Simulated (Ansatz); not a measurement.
Mulliken charges of `[NH2][GeH2][Cl]` from r2SCAN/def2-TZVPP in Ansatz (PBE0-D4/def2-TZVP geometry).

| atom | x (Å) | y (Å) | z (Å) | charge (e) |
| --- | --- | --- | --- | --- |
| N1 | -0.793 | 0.516 | -0.723 | -0.419 |
| Ge2 | 0.580 | 0.003 | 0.353 | 0.464 |
| Cl3 | 0.394 | -2.055 | 1.035 | -0.352 |
| H4 | -1.701 | 0.527 | -0.280 | 0.151 |
| H5 | -0.859 | 0.015 | -1.598 | 0.151 |
| H6 | 0.559 | 0.865 | 1.617 | 0.003 |
| H7 | 1.880 | 0.061 | -0.451 | 0.003 |

Q: By hand: the dipole of these point charges (1 e Å = 4.8032 D).

A: Σ q r = (0.083, 0.593, -0.178) e Å, of length 0.625 e Å = 3.00 D.

Q: How does the dipole of the full density compare? (An estimate is asked.)

A: Ansatz gave: (-0.140, 0.269, -0.194) e Å, 1.73 D; the point charges give 1.73 times that, at 36° from its direction.

Point charges leave out the atoms' own dipoles, such as those of lone pairs, and Mulliken's split depends on the basis, so the two needn't agree.
